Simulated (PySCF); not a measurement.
Species: C₄H₈BNO.
SMILES: `CC1=CB(N)OC1`

Torsions of this conformer, `[CH3:1][C:2]1=[CH:3][B:4]([NH2:5])[O:6][CH2:7]1`: H–N5–B4–C3 180°, H–N5–B4–C3 0°.

The closed-shell ground state was solved at several levels (PySCF, density fitting, gas phase, non-relativistic). Isolated species at its GFN2-xTB geometry, gas phase.

```
          level  basis functions  HOMO (eV)  LUMO (eV)  gap (eV)  dipole (D)
B3LYP/def2-SVPD              207      -6.85      -0.26      6.59        1.04
  PBE0/pcSseg-1              159      -6.99       0.06      7.05        1.02
```

Estimate the row for B3LYP/pcJ-1, a basis of 269 functions; the other rows only guide the guess.

HOMO -6.73 eV, LUMO -0.13 eV, gap 6.60 eV, dipole 1.02 D.

How far do the dipole and the HOMO energy spread over the levels?

The dipole runs from 1.02 to 1.04 D (mean 1.03 D) and the HOMO from -6.99 to -6.73 eV.


Compound: BH7NSi (charge -1).
SMILES: `[BH3-]N[SiH3]`

The closed-shell ground state was solved at several levels (PySCF, density fitting, gas phase, non-relativistic). Geometry: PBE0-D3(BJ)/def2-SVP; no solvent, vibrations or thermal averaging. The geometry's basis has no diffuse functions, a weakness for an anion. No diffuse functions stand in pcSseg-1 and pcSseg-2, which bears on an anion's orbital energies.

```tsv
level	basis functions	HOMO (eV)	LUMO (eV)	gap (eV)
PBE0/def2-SVPD	120	-1.13	4.36	5.49
PBE0/pcSseg-1	93	-1.01	5.37	6.38
```

Task: What might wB97X-D/pcSseg-2 (213 basis functions) give for the same quantities?

Result: HOMO -3.03 eV, LUMO 6.10 eV, gap 9.13 eV.

Task: Over all these levels, which gives the widest orbital gap and which the narrowest?

Result: wB97X-D/pcSseg-2 (range-separated hybrid) has the widest, 9.13 eV, and PBE0/def2-SVPD (global hybrid, 25 % exact exchange) the narrowest, 5.49 eV. Functional and basis both differ between the two, so the spread mixes both effects.


Compound: C₅H₁₁B.
SMILES: `CB1CCCC1`

The closed-shell ground state was solved at several levels (PySCF, density fitting, gas phase, non-relativistic). Isolated species at its GFN2-xTB geometry (one conformer only).

```
         level  basis functions  HOMO (eV)  LUMO (eV)  gap (eV)  dipole (D)
PBE0/def2-SVPD              208      -8.00      -0.34      7.66        0.20
 PBE0/pcSseg-1              157      -8.02      -0.37      7.65        0.28
```

Estimate the row for B3LYP/pcJ-1, a basis of 272 functions; the other rows only guide the guess.

HOMO -7.81 eV, LUMO -0.57 eV, gap 7.24 eV, dipole 0.24 D.

How far do the dipole and the HOMO energy spread over the levels?

The dipole runs from 0.20 to 0.28 D (mean 0.24 D) and the HOMO from -8.02 to -7.81 eV.
